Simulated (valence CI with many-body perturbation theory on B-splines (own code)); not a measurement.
E1 line list for Sb2+

Computed by configuration interaction combined with many-body perturbation theory (CI+MBPT): three valence electrons over a frozen Dirac-Fock core [Kr] 4d10, radial functions for each j: 11 s, 11 p, 9 d, 7 f, 5 g, 2 h, 1 i, with the one-electron correlation potential Σ1, the two-electron term Σ2, the three-electron term Σ3, Breit, model QED; selected CI, second order for the rest, scaled by the run's own slope (own B-spline code, finite nucleus).

Set against measurement, 16 paired levels are off by 201 cm⁻¹ on average, the worst by 603. These come from a selection out of Moore, Atomic Energy Levels, vol. III, NSRDS-NBS 35 (1971 reprint of NBS Circular 467, 1958), an old analysis. Levels without a partner in it may be off by more. 1 measured level below the end of the list, from 163388 cm⁻¹ on, found no clear computed partner, and computed levels of the same name lie up to 1446 cm⁻¹ from them.

Lines 51 to 100 of 227 in falling wavelength, among levels below 166015 cm⁻¹, chosen from the strongest by gf and those to the six lowest levels. Wavelengths and rates use the calculated energies, so an error of 200 cm⁻¹ moves a line at 6339 Å by 1.3 % and its rate by three times that or more. Electric multipoles are in the length gauge, E1 and E2 with the static RPA response of the core. Weak lines are less certain than strong ones. Lines between different terms over intervals too small for the method are left out, as are lines whose strength nearly cancels. Where a level lies close to another of its J and parity, the split of strength between their lines is uncertain. The highest levels of a list are the least certain.

Names give the largest LS component (configuration and term), which can be under half, so a name can repeat, a term be missing and a line seem to break the LS rules; names also repeat where a configuration has a term twice. Letters in brackets count levels of one name in rising energy.

| λ vac (Å) | λ from measured levels | Upper | Lower | A (s⁻¹) | S (a.u.) |
| --- | --- | --- | --- | --- | --- |
| 6981 |  | 5s²7d ²D_3/2 | 5s²7p ²P°_1/2 | 9.03e+07 | 6.07e+01 |
| 6594 |  | 5s5p5d ⁴D°_3/2 | 5s²6d ²D_5/2 | 6.00e+05 | 3.39e-01 |
| 6563 |  | 5s5p5d ⁴P°_5/2 [a] | 5s²6d ²D_3/2 | 3.86e+05 | 3.23e-01 |
| 6540 |  | 5s5p5d ⁴D°_1/2 | 5s²6d ²D_3/2 | 1.23e+06 | 3.40e-01 |
| 6389 |  | 5s²5f ²F°_7/2 | 5s²6d ²D_5/2 | 1.42e+08 | 1.46e+02 |
| 6370 |  | 5s²5f ²F°_5/2 | 5s²6d ²D_5/2 | 9.58e+06 | 7.33e+00 |
| 6339 | 6289 | 5s²6p ²P°_1/2 | 5s²5d ²D_3/2 | 3.04e+07 | 7.65e+00 |
| 6301 | 6249 | 5s²6p ²P°_3/2 | 5s²5d ²D_5/2 | 3.59e+07 | 1.77e+01 |
| 6275 |  | 5s²5f ²F°_5/2 | 5s²6d ²D_3/2 | 1.38e+08 | 1.01e+02 |
| 6222 |  | 5s5p6s ⁴P°_3/2 | 5s²7s ²S_1/2 | 1.38e+06 | 6.55e-01 |
| 6070 |  | 5s²6p ²P°_3/2 | 5s5p² ²P_1/2 | 7.58e+05 | 3.35e-01 |
| 6041 |  | 5s5p6s ²P°_1/2 | 5s²6d ²D_3/2 | 3.15e+06 | 6.86e-01 |
| 5740 | 5692 | 5s²6p ²P°_3/2 | 5s²5d ²D_3/2 | 4.09e+06 | 1.53e+00 |
| 5706 |  | 5s5p5d ⁴D°_1/2 | 5s²7s ²S_1/2 | 1.58e+06 | 2.89e-01 |
| 5669 |  | 5s5p5d ⁴D°_3/2 | 5s²7s ²S_1/2 | 9.39e+05 | 3.38e-01 |
| 5503 |  | 5s5p5d ²P°_3/2 | 5s²6d ²D_5/2 | 1.89e+06 | 6.23e-01 |
| 5322 |  | 5s5p6s ²P°_1/2 | 5s²7s ²S_1/2 | 3.96e+06 | 5.89e-01 |
| 5211 |  | 5s5p5d ⁴D°_7/2 | 5s²6d ²D_5/2 | 1.86e+06 | 1.04e+00 |
| 4844 |  | 5s5p5d ²P°_3/2 | 5s²7s ²S_1/2 | 3.29e+06 | 7.39e-01 |
| 4721 | 4694 | 5s²6p ²P°_1/2 | 5s²6s ²S_1/2 | 1.03e+08 | 1.07e+01 |
| 4586 | 4593 | 5s²6p ²P°_1/2 | 5s5p² ²S_1/2 | 1.51e+07 | 1.44e+00 |
| 4380 | 4353 | 5s²6p ²P°_3/2 | 5s²6s ²S_1/2 | 1.28e+08 | 2.13e+01 |
| 4264 | 4266 | 5s²6p ²P°_3/2 | 5s5p² ²S_1/2 | 1.73e+07 | 2.65e+00 |
| 3846 | 3740 | 5s²7s ²S_1/2 | 5s²6p ²P°_3/2 | 2.46e+08 | 1.38e+01 |
| 3651 |  | 5s²5g ²G_7/2 | 4f5s² ²F°_5/2 | 3.41e+08 | 6.55e+01 |
| 3643 |  | 5s²5g ²G_9/2 | 4f5s² ²F°_7/2 | 3.54e+08 | 8.44e+01 |
| 3643 |  | 5s²5g ²G_7/2 | 4f5s² ²F°_7/2 | 1.26e+07 | 2.42e+00 |
| 3617 | 3520 | 5s²7s ²S_1/2 | 5s²6p ²P°_1/2 | 1.28e+08 | 5.96e+00 |
| 3541 | 3534 | 5s²6d ²D_3/2 | 5s²6p ²P°_3/2 | 6.17e+07 | 5.41e+00 |
| 3512 | 3505 | 5s²6d ²D_5/2 | 5s²6p ²P°_3/2 | 3.72e+08 | 4.78e+01 |
| 3425 |  | 5s²7d ²D_3/2 | 4f5s² ²F°_5/2 | 3.85e+06 | 3.05e-01 |
| 3405 |  | 5s²7d ²D_5/2 | 4f5s² ²F°_7/2 | 4.09e+06 | 4.78e-01 |
| 3346 | 3338 | 5s²6d ²D_3/2 | 5s²6p ²P°_1/2 | 3.32e+08 | 2.46e+01 |
| 2929 | 2914 | 4f5s² ²F°_5/2 | 5s5p² ²P_3/2 | 5.92e+07 | 4.41e+00 |
| 2803 | 2791 | 4f5s² ²F°_7/2 | 5s²5d ²D_5/2 | 3.25e+08 | 2.83e+01 |
| 2798 | 2787 | 4f5s² ²F°_5/2 | 5s²5d ²D_5/2 | 2.21e+07 | 1.43e+00 |
| 2682 | 2670 | 4f5s² ²F°_5/2 | 5s²5d ²D_3/2 | 2.71e+08 | 1.55e+01 |
| 2594 | 2618 | 5s²6p ²P°_1/2 | 5s5p² ²D_3/2 | 1.01e+08 | 1.74e+00 |
| 2569 | 2591 | 5s²6p ²P°_3/2 | 5s5p² ²D_5/2 | 9.25e+07 | 3.10e+00 |
| 2487 | 2508 | 5s²6p ²P°_3/2 | 5s5p² ²D_3/2 | 1.06e+07 | 3.22e-01 |
| 2080 |  | 5s5p5d ²D°_5/2 | 5s²5d ²D_3/2 | 4.57e+06 | 1.22e-01 |
| 2070 |  | 5s²8s ²S_1/2 | 5s²6p ²P°_3/2 | 1.09e+08 | 9.57e-01 |
| 2038 |  | 5s²7d ²D_3/2 | 5s²6p ²P°_3/2 | 1.30e+07 | 2.18e-01 |
| 2033 |  | 5s²7d ²D_5/2 | 5s²6p ²P°_3/2 | 7.90e+07 | 1.97e+00 |
| 2002 |  | 5s²8s ²S_1/2 | 5s²6p ²P°_1/2 | 5.89e+07 | 4.66e-01 |
| 1972 |  | 5s²7d ²D_3/2 | 5s²6p ²P°_1/2 | 7.65e+07 | 1.16e+00 |
| 1958 |  | 5s5p² ⁴P_1/2 | 5s²5p ²P°_3/2 | 1.80e+06 | 1.33e-02 |
| 1906 | 1922 | 5s²6p ²P°_3/2 | 5s5p² ⁴P_5/2 | 4.65e+06 | 6.35e-02 |
| 1850 |  | 5s5p² ⁴P_3/2 | 5s²5p ²P°_3/2 | 1.18e+06 | 1.48e-02 |
| 1849 |  | 5s5p5d ⁴F°_5/2 | 5s²5d ²D_3/2 | 8.83e+06 | 1.65e-01 |
